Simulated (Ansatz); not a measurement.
Steps of a relaxation of H3PTe, SMILES `P[TeH]` with RKS PBE0-D4/def2-TZVP.

```sh
$ ansatz run in.yaml --threads 2 --pin off --events-out ev --progress --plain --max-ram 4352MiB
```

```yaml
crystal:
  periodic: [false, false, false]
  atoms:
    - {symbol: P, position_ang: [-0.855246, -0.429486, 0.019533]}
    - {symbol: Te, position_ang: [1.346392, 0.801192, -0.048659]}
    - {symbol: H, position_ang: [-0.474273, -1.335722, 1.074730]}
    - {symbol: H, position_ang: [-0.513678, -1.390169, -1.000544]}
    - {symbol: H, position_ang: [0.546706, 2.280485, -0.086361]}
basis:
  gaussian: {orbitals: def2-TZVP}
hamiltonian: {xc: pbe0, dispersion: d4}
relax: {f_tol: 0.005, max_steps: 150}
```

Positions (Å) and forces (eV/Å) along the path, 5 of 5 steps:

```xyz
5
step=1 energy=-16628.1248 eV
P    -0.855   -0.429    0.020    0.674   -0.360    0.000
Te    1.346    0.801   -0.049   -0.652    0.085    0.003
H    -0.474   -1.336    1.075   -0.116    0.303   -0.301
H    -0.514   -1.390   -1.001   -0.100    0.320    0.289
H     0.547    2.280   -0.086    0.194   -0.347    0.009
5
step=2 energy=-16628.1389 eV
P    -0.831   -0.408    0.019   -0.208   -0.479    0.010
Te    1.294    0.762   -0.048    0.513    0.095   -0.008
H    -0.454   -1.296    1.071   -0.112    0.061   -0.124
H    -0.490   -1.348   -0.999   -0.114    0.065    0.127
H     0.531    2.216   -0.084   -0.079    0.258   -0.006
5
step=3 energy=-16628.1510 eV
P    -0.823   -0.433    0.019   -0.157   -0.065    0.003
Te    1.306    0.798   -0.049    0.184   -0.091   -0.001
H    -0.477   -1.329    1.067    0.039    0.072   -0.025
H    -0.515   -1.383   -0.992    0.040    0.074    0.022
H     0.559    2.274   -0.086   -0.106    0.010    0.002
5
step=4 energy=-16628.1554 eV
P    -0.832   -0.428    0.019    0.006    0.035   -0.001
Te    1.317    0.785   -0.050   -0.005   -0.016    0.000
H    -0.469   -1.313    1.067    0.003   -0.013    0.005
H    -0.506   -1.367   -0.993    0.003   -0.014   -0.004
H     0.541    2.249   -0.084   -0.007    0.008    0.001
5
step=5 energy=-16628.1554 eV
P    -0.832   -0.427    0.019    0.001    0.002    0.000
Te    1.317    0.785   -0.050    0.000   -0.001   -0.001
H    -0.470   -1.313    1.067    0.000   -0.001   -0.001
H    -0.507   -1.368   -0.993    0.000   -0.001    0.002
H     0.540    2.249   -0.083   -0.001    0.000    0.001
```

Hardware: 2 threads of an Arm Neoverse V1 on a shared host. Wall time 9 s, peak host memory 0.18 GiB.
